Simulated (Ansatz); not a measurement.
Si3Se4. Total charge 0; triplet. Geometry PBE-D4/def2-SVP, that of the charge +1 doublet; atoms count from 1.

```xyz
7

Si    0.423   -1.728    1.863
Si    0.494    0.292   -1.566
Si   -1.364    0.620    0.825
Se   -0.763   -1.378   -0.379
Se   -0.087    2.144   -0.409
Se   -0.392    0.145    2.893
Se    1.689   -0.096   -3.226
```

At PBE0-D4/def2-TZVP a singlet of charge 0 lies 0.85 eV below the triplet at the same geometry. The structure comes from a short search, and lower isomers may exist.

**Question.** Estimate the Mulliken populations from the PBE0/def2-TZVP orbitals of Ansatz.

**Answer.** 
| atom | charge (e) | spin (α − β) |
| --- | --- | --- |
| Si1 | 0.00 | 0.81 |
| Si2 | 0.31 | 0.09 |
| Si3 | 0.20 | 0.50 |
| Se4 | -0.05 | 0.14 |
| Se5 | -0.08 | 0.09 |
| Se6 | -0.15 | 0.28 |
| Se7 | -0.23 | 0.08 |
Mulliken values depend strongly on the basis.

**Question.** Where does the spin sit?

**Answer.** Summed by element: Si 1.40, Se 0.60, of 2 unpaired in all. Largest on single atoms: Si1 0.81, Si3 0.50, Se6 0.28.

**Question.** And the Mayer bond orders between heavy atoms (over 0.3)?

**Answer.** Si1–Se4 0.71 (2.56 Å); Si1–Se6 1.03 (2.29 Å); Si2–Se4 0.87 (2.40 Å); Si2–Se5 1.16 (2.26 Å); Si2–Se7 2.09 (2.08 Å); Si3–Se4 0.92 (2.41 Å); Si3–Se5 1.04 (2.34 Å); Si3–Se6 1.14 (2.33 Å).
